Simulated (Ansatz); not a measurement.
Species: SiHF, charge 0, singlet. SiHF (SMILES F[SiH]).
B3LYP-D3(BJ)/def2-TZVP minimum from Ansatz (a first-principles code):
```
Si
F 1 1.6199
H 1 1.5380 2 96.45
```

Total energies in cc-pV(T+d)Z, 12 correlated electrons, 6 frozen orbitals. Open shells are spin-unrestricted; no spin-orbit coupling. Correlated methods leave the cores frozen. No relativity. The restricted determinant of HFSi (F[SiH], singlet) is unstable towards broken spin symmetry in at least one set run.

| method | program | energy (Eh) | minus CCSDT(Q) (mEh) |
|---|---|---|---|
| HF | Ansatz | -389.00759 | 384.59 |
| MP2 | Ansatz | -389.36210 | 30.08 |
| CCSD | Ansatz | -389.37984 | 12.34 |
| CCSD(T) | Ansatz | -389.39119 | 0.99 |
| UCCSD(T) | Ansatz | -389.39101 | 1.17 |
| CCSDT(Q) | Ansatz | -389.39218 | 0.00 |

Rough core times of Ansatz's runs on a shared machine: CCSD(T) under 20 s, UCCSD(T) under 20 s, CCSDT(Q) 50 s.
